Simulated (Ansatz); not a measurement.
Si₄O₆F₄⁻, that is (FSi)4O6 adamantane with one electron more. The state is a doublet with charge -1. Geometry PBE-D4/def2-SVP, that of the neutral singlet; atoms count from 1.

```xyz
14

Si    1.000   -0.834   -1.128
F     1.927   -1.608   -2.175
O    -0.573   -0.679   -1.684
Si   -1.598    0.124   -0.631
F    -3.081    0.240   -1.216
O    -1.564   -0.712    0.820
Si   -0.036   -0.869    1.487
F    -0.069   -1.674    2.867
O     0.922   -1.630    0.344
O     0.573    0.679    1.684
Si    0.635    1.579    0.272
F     1.223    3.043    0.524
O     1.564    0.712   -0.820
O    -0.922    1.630   -0.344
```

The highest occupied level of the charge -1 doublet lies above zero (up to 2.46 eV). By energy differences it is unbound by 0.81 eV (vertical, to the charge 0 singlet, at PBE0-D4/def2-SVP) and held by the finite basis.

(1) Estimate the Mulliken populations from the PBE0/def2-SVP orbitals of Ansatz.

(2) Where does the spin sit?

(3) And the Mayer bond orders between bonded heavy atoms (over 0.3)?

Answers

(1) 
```tsv
atom	charge (e)	spin (α − β)
Si1	0.92	0.28
F2	-0.32	0.00
O3	-0.57	-0.02
Si4	0.92	0.28
F5	-0.32	0.00
O6	-0.57	-0.02
Si7	0.92	0.28
F8	-0.32	0.00
O9	-0.57	-0.02
O10	-0.57	-0.02
Si11	0.92	0.28
F12	-0.32	0.00
O13	-0.57	-0.02
O14	-0.57	-0.02
```
Mulliken values and Mayer orders depend strongly on the basis.

(2) Summed by element: Si 1.10, F 0.01, O -0.11, of 1 unpaired in all. Largest on single atoms: Si4 0.28, Si1 0.28, Si11 0.28.

(3) Si1–F2 1.06 (1.60 Å); Si1–O3 0.97 (1.67 Å); Si1–O9 0.97 (1.67 Å); Si1–O13 0.97 (1.67 Å); O3–Si4 0.97 (1.67 Å); Si4–F5 1.06 (1.60 Å); Si4–O6 0.97 (1.67 Å); Si4–O14 0.97 (1.67 Å); O6–Si7 0.97 (1.67 Å); Si7–F8 1.06 (1.60 Å); Si7–O9 0.97 (1.67 Å); Si7–O10 0.97 (1.67 Å); O10–Si11 0.97 (1.67 Å); Si11–F12 1.06 (1.60 Å); Si11–O13 0.97 (1.67 Å); Si11–O14 0.97 (1.67 Å).
